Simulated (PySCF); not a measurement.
A structure optimised at r2SCAN-D4/def2-SVP, used in a PySCF frequency run:

```xyz
17

C      0.8859     0.8859     0.8859
C      0.0000     0.0000     0.0000
C     -0.8859     0.8859    -0.8859
C     -0.8859    -0.8859     0.8859
C      0.8859    -0.8859    -0.8859
H      0.2751     1.5352     1.5352
H      1.5352     0.2751     1.5352
H      1.5352     1.5352     0.2751
H     -1.5352     0.2751    -1.5352
H     -1.5352     1.5352    -0.2751
H     -0.2751     1.5352    -1.5352
H     -1.5352    -0.2751     1.5352
H     -0.2751    -1.5352     1.5352
H     -1.5352    -1.5352     0.2751
H      1.5352    -1.5352    -0.2751
H      1.5352    -0.2751    -1.5352
H      0.2751    -1.5352    -1.5352
```

Q: Write its SMILES, formula and point group.

A: CC(C)(C)C, C5H12, Td

Q: What are its rotational constants (standard atomic weights)?

A: 4.4320, 4.4320, 4.4320 GHz
